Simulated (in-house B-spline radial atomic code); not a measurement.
How G0W0 and RPA depend on the start: Br⁻

Configuration [Ar] 3d10 4s2 4p6. Computed with a B-spline radial code for spherical atoms: all electrons, non-relativistic, point nucleus, each spin shell either full or empty, empty states to l = 9 with an (l + 1/2)⁻⁴ tail; G0W0 by contour deformation at full frequency.

The anion's configuration is assumed.

```csv
start,mean-field 4p (eV),G0W0 (eV),QP weight,RPA correlation (Eh)
Hartree-Fock,-3.791,-3.984,0.916,-2.3375
LC-wPBE,-3.659,?,?,?
wB97X,-3.370,-3.938,0.901,-2.475
BHandHLYP,-2.080,-3.628,0.852,-2.4562
CAM-B3LYP,-2.354,?,?,?
PBE0,-1.043,-3.296,0.732,-2.5207
```

**Question.** What G0W0 level, weight and RPA correlation energy follow from the CAM-B3LYP start?

**Answer.** G0W0 level -3.719 eV, weight 0.862, RPA correlation -2.497 hartree.

**Question.** What G0W0 level, weight and RPA correlation energy follow from the LC-wPBE start?

**Answer.** G0W0 level -3.845 eV, weight 0.908, RPA correlation -2.4854 hartree.

**Question.** How much of the dependence on the start does G0W0 remove?

**Answer.** The mean-field levels span 2.75 eV and the G0W0 levels 0.688 eV. Against 3.364 eV (electron affinity of the neutral atom) the G0W0 removal energies are off by -0.07 to +0.62 eV, with relativity, Breit and QED terms left out.
